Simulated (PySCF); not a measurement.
C4H13NOSi, SMILES CC[Si](C)(N)OC, GFN2-xTB optimised geometry.

```
20

C      1.17    -0.45    -1.18
C      0.57    -1.21     0.00
Si    -1.34    -1.21     0.00
C     -2.02    -2.20     1.47
N     -1.89    -1.96    -1.45
O     -1.92     0.33     0.00
C     -1.74     1.34     0.95
H      0.79     0.57    -1.22
H      2.25    -0.41    -1.11
H      0.90    -0.94    -2.12
H      0.95    -2.23    -0.01
H      0.93    -0.76     0.93
H     -3.10    -2.09     1.55
H     -1.80    -3.26     1.37
H     -1.59    -1.87     2.41
H     -2.87    -2.20    -1.51
H     -1.59    -1.57    -2.33
H     -0.68     1.56     1.09
H     -2.25     2.23     0.60
H     -2.16     1.04     1.92
```

Density from CAM-B3LYP/def2-SVP in PySCF at that geometry.

Minimum of the electron density along straight lines between bonded atoms, close to the bond critical point (lines longer than 1.1 times the sum of covalent radii, or with two minima, are not listed):

```
bond    length / Å  ρ at the minimum / e bohr⁻³  ∇²ρ there / e bohr⁻⁵  position (fraction from the first atom)
------  ----------  ---------------------------  --------------------  ---------------------------------------
C1–C2        1.526                            …                     …                                     0.50
C2–Si3       1.910                        0.114                  0.30                                     0.62
Si3–C4       1.902                        0.113                  0.33                                     0.38
Si3–N5       1.724                        0.125                     …                                     0.40
Si3–O6       1.645                        0.123                  1.01                                     0.41
O6–C7        1.398                        0.259                 -0.38                                     0.66
C1–H8        1.088                        0.277                 -1.03                                     0.63
C1–H9        1.089                        0.276                 -1.01                                     0.63
C1–H10       1.087                        0.277                 -1.02                                     0.62
C2–H11       1.089                        0.273                 -0.97                                     0.62
C2–H12       1.092                        0.270                 -0.95                                     0.62
C4–H13       1.086                        0.271                 -0.97                                     0.63
C4–H14       1.084                        0.273                 -0.99                                     0.63
C4–H15       1.086                        0.271                 -0.97                                     0.62
N5–H16       1.007                        0.330                 -1.51                                     0.76
N5–H17       1.007                        0.331                 -1.52                                     0.76
C7–H18       1.093                        0.281                 -1.07                                     0.63
C7–H19       1.091                        0.283                 -1.10                                     0.64
C7–H20       1.093                        0.281                 -1.07                                     0.63
```

Fill in the missing entries.


- C1–C2, ρ at the minimum / e bohr⁻³: 0.241
- C1–C2, ∇²ρ there / e bohr⁻⁵: -0.54
- Si3–N5, ∇²ρ there / e bohr⁻⁵: 0.73
